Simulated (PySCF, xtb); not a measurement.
3-ethylideneoxetane (C5H8O), SMILES CC=C1COC1.

GFN2-xTB (xtb 6.7.1) at its own geometry gives an orbital gap of 4.81 eV and a dipole moment of 2.32 D.

Geometry: PBE0-D3(BJ)/def2-SVP.

Task: What does B3LYP/def2-TZVP run with PySCF give? (Estimate from the structure and the level; the computed values follow.)

Result: gap 6.53 eV (levels -6.55 and -0.02 eV), dipole 1.97 D.
